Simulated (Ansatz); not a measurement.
Ge₈AsH₁₆²⁺, a doped cluster cut from the lattice of germanium (As on a surface site). The state is a doublet with charge 2. Geometry PBE-D4/def2-SVP, that of the charge +1 singlet; atoms count from 1.

```xyz
25

As   -0.0741    2.0036   -0.6985
Ge   -0.8042   -1.6540   -2.1076
Ge    2.6619   -0.5669    0.6353
Ge   -1.2234   -0.7264    1.8338
Ge    2.3176    1.7190   -0.1709
Ge   -0.8295    0.7289   -2.6694
Ge   -1.5167    1.6364    1.2649
Ge   -2.0324   -2.0834   -0.0367
Ge    1.1160   -1.0950    2.4552
H    -0.2296    3.4712   -1.0849
H     0.6836   -2.0792   -2.0128
H    -1.4765   -2.3567   -3.3156
H     4.1350   -0.6049    1.1182
H     2.4834   -1.5069   -0.5844
H    -2.1357   -0.9506    3.0748
H     3.0060    2.0911   -1.5085
H     2.5367    2.8275    0.8902
H     0.1605    1.1891   -3.7694
H    -2.2381    1.3302   -2.9078
H    -2.9159    2.0526    0.7443
H    -0.9718    2.6661    2.2871
H    -3.5274   -1.7446   -0.2744
H    -1.8767   -3.5824    0.3282
H     1.4502   -0.1808    3.6630
H     1.3012   -2.5842    2.8458
```

An occupied level of the charge 2 doublet lies above an empty one (by up to 0.01 eV), so this SCF solution is probably not the lowest. The gap within one spin of the charge 2 doublet nearly closes, so an electron or hole may be smeared out by delocalisation error.

(1) Estimate the Mulliken populations from the PBE/def2-SVP orbitals of Ansatz.

(2) Where does the spin sit?

(3) And the Mayer bond orders between bonded heavy atoms (over 0.3)?

Answers

(1) 
```json
{"atom": "As1", "charge (e)": "-0.14", "spin (α − β)": "0.02"}
{"atom": "Ge2", "charge (e)": "0.07", "spin (α − β)": "0.06"}
{"atom": "Ge3", "charge (e)": "0.09", "spin (α − β)": "0.12"}
{"atom": "Ge4", "charge (e)": "-0.01", "spin (α − β)": "0.17"}
{"atom": "Ge5", "charge (e)": "0.15", "spin (α − β)": "0.02"}
{"atom": "Ge6", "charge (e)": "0.17", "spin (α − β)": "0.07"}
{"atom": "Ge7", "charge (e)": "0.15", "spin (α − β)": "0.02"}
{"atom": "Ge8", "charge (e)": "0.10", "spin (α − β)": "0.10"}
{"atom": "Ge9", "charge (e)": "0.11", "spin (α − β)": "0.16"}
{"atom": "H10", "charge (e)": "0.14", "spin (α − β)": "0.02"}
{"atom": "H11", "charge (e)": "0.02", "spin (α − β)": "0.00"}
{"atom": "H12", "charge (e)": "0.10", "spin (α − β)": "0.02"}
{"atom": "H13", "charge (e)": "0.10", "spin (α − β)": "0.02"}
{"atom": "H14", "charge (e)": "0.03", "spin (α − β)": "-0.01"}
{"atom": "H15", "charge (e)": "0.11", "spin (α − β)": "0.03"}
{"atom": "H16", "charge (e)": "0.09", "spin (α − β)": "0.03"}
{"atom": "H17", "charge (e)": "0.07", "spin (α − β)": "0.00"}
{"atom": "H18", "charge (e)": "0.08", "spin (α − β)": "0.02"}
{"atom": "H19", "charge (e)": "0.07", "spin (α − β)": "0.00"}
{"atom": "H20", "charge (e)": "0.08", "spin (α − β)": "0.00"}
{"atom": "H21", "charge (e)": "0.09", "spin (α − β)": "0.02"}
{"atom": "H22", "charge (e)": "0.08", "spin (α − β)": "0.04"}
{"atom": "H23", "charge (e)": "0.09", "spin (α − β)": "0.05"}
{"atom": "H24", "charge (e)": "0.07", "spin (α − β)": "0.00"}
{"atom": "H25", "charge (e)": "0.08", "spin (α − β)": "0.01"}
```
Mulliken values and Mayer orders depend strongly on the basis.

(2) Summed by element: As 0.02, Ge 0.73, H 0.25, of 1 unpaired in all. Largest on single atoms: Ge4 0.17, Ge9 0.16, Ge3 0.12.

(3) As1–Ge5 0.81 (2.47 Å); As1–Ge6 0.81 (2.47 Å); As1–Ge7 0.82 (2.46 Å); Ge2–Ge6 0.81 (2.45 Å); Ge2–Ge8 0.91 (2.45 Å); Ge3–Ge5 0.88 (2.45 Å); Ge3–Ge9 0.79 (2.45 Å); Ge4–Ge7 0.87 (2.45 Å); Ge4–Ge8 0.82 (2.45 Å); Ge4–Ge9 0.82 (2.45 Å).
